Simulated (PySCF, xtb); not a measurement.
Zr(Me)2(H)2 (C2H8Zr), SMILES [CH3][ZrH2][CH3], multiplicity 1.

Harmonic wavenumbers (cm⁻¹) from xtb 6.7.1 with GFN2-xTB at its own minimum, in rising order: 68, 89, 120, 322, 403, 413, 413, 425, 454, 460, 473, 478, 522, 1171, 1180, 1198, 1249, 1467, 1469, 1473, 1476, 2782, 2790, 2859, 2862, 2864, 2870.

Task: What does B3LYP-D3(BJ)/def2-SVP (PySCF 2.14.0) give at its own minimum? (The exact figures need the calculation; the answer reports its results.)

Result: 97, 101, 130, 234, 292, 317, 438, 465, 474, 538, 555, 574, 618, 1144, 1146, 1387, 1391, 1391, 1391, 1639, 1670, 2971, 2972, 3057, 3058, 3086, 3090. Paired by order, the mean absolute difference is 107 cm⁻¹ and the zero-point energies are 46.2 and 48.9 kcal/mol.
